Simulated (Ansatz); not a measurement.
Results of the Gaussian-basis code of Ansatz.

Basis-set series for F$_{2}$H$_{2}$OSi, SMILES `O[SiH](F)F`. Total charge 0; spin multiplicity 1. All single points use the PBE0-D4/def2-TZVP geometry. It is one conformer, not always the lowest.

Cartesian coordinates in Å:
```
O 0.094 -1.227 -0.327
Si 0.046 0.371 -0.101
F 0.941 0.801 1.134
F -1.421 0.857 0.248
H -0.178 -1.830 0.366
H 0.518 1.028 -1.319
```

```csv
functional,basis,functions,energy (Eh),HOMO (eV),LUMO (eV)
PBE0-D4,def2-SVP,70,-565.07323,-10.13,1.20
PBE0-D4,def2-QZVPP,301,-565.57024,-10.41,0.23
ωB97M-V,def2-SVP,70,-565.37280,-12.61,2.90
ωB97M-V,def2-QZVPP,301,-565.87465,-12.93,1.48
```

**Question.** Give the rows for def2-TZVPP. (An estimate is asked.)

**Answer.** The calculation gave: 
```
functional       basis  functions  energy (Eh)  HOMO (eV)  LUMO (eV)
   PBE0-D4  def2-TZVPP        163   -565.54364     -10.36       0.56
   ωB97M-V  def2-TZVPP        163   -565.84976     -12.87       2.04
```

Positive LUMOs are unbound and depend on the basis.
